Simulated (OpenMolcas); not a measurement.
**Tb3+: effect of the ligand basis**

Tb3+ with 2 ligands (bromide) in linear coordination (D∞h) at 2.57 Å.

```json
{"Program": "OpenMolcas", "Method": "CASSCF", "Spin-orbit coupling": "RASSI with atomic mean-field integrals over the reference wave functions"}
```

Fixed: metal basis ANO-RCC-VTZP, active space 8 electrons in 7 orbitals (4f), DKH2 Hamiltonian.

States (labels by Λ). Energies in cm-1 above the lowest state or level, χT in cm3 K/mol.

| Run | Ligand basis | Ground state | First state of that spin | First gap with spin-orbit (degeneracies) | Width of lowest J | χT at 300 K | Cost |
| --- | --- | --- | --- | --- | --- | --- | --- |
| A | ANO-RCC-VDZP | 7Φ | 7Δ 986.0 | 379.2 (2, 2) | 2003 | 11.385 | roughly 110 core-seconds |
| B | ANO-RCC-VTZP | 7Φ | 7Δ 1037 | 393.3 (2, 2) | 2090 | 11.368 | roughly 2.2 core-minutes |

Against A, the width of the lowest J multiplet changes by +4.3 % in B.

Costs are those of the RASSCF and RASSI steps.

High states are left out of the spin-orbit mixing, which shifts the levels that they would mix with. Without dynamic correlation the ligand-field splitting of an f shell can come out too small, at times by half. No measured value stands beside these numbers; the geometry was imposed, not optimised, and the real ion may take another.
